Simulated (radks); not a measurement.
Spherical quantum dot in the effective-mass picture: electrons in a parabolic well V = omega^2 r^2 / 2 with omega = 0.108, all in effective atomic units (hartree* = m*/eps^2 hartree, bohr* = eps/m* bohr), one dielectric constant everywhere. Method: non-relativistic Kohn-Sham, LDA (Slater exchange, Perdew-Wang correlation), spin-polarised, spherical densities; computed with a radial shooting solver with Libxc functionals. Levels are named by radial order and angular momentum (1s, 1p, 1d, 2s, ...), and open shells are averaged over m.

N = 27, configuration 1s2 1p6 1d10 2s2 1f(up 7, down 0). This is the lowest configuration that the search found. Occupied and some empty levels:

level    occupation  eigenvalue (hartree*)  <r> (bohr*)
1s up             1                 2.9103        8.406
1s down           1                 2.9186        7.816
1p up             3                 2.9284        9.588
1p down           3                 2.9397        9.343
1d up             5                 2.9532        10.33
1d down           5                 2.9659        10.24
2s up             1                 2.9714        7.532
2s down           1                 2.9770        7.889
1f up             7                 2.9839        10.90
1f down           0                 2.9971        10.89
2p up             0                 3.0126        8.575
2p down           0                 3.0185        8.648
1g up             0                 3.0199        11.36
1g down           0                 3.0332        11.40
2d up             0                 3.0568        9.497
2d down           0                 3.0637        9.477

Energy (hartree*): total 47.8138, kinetic 1.6092, external 16.589, Hartree 33.095, exchange-correlation -3.4798.
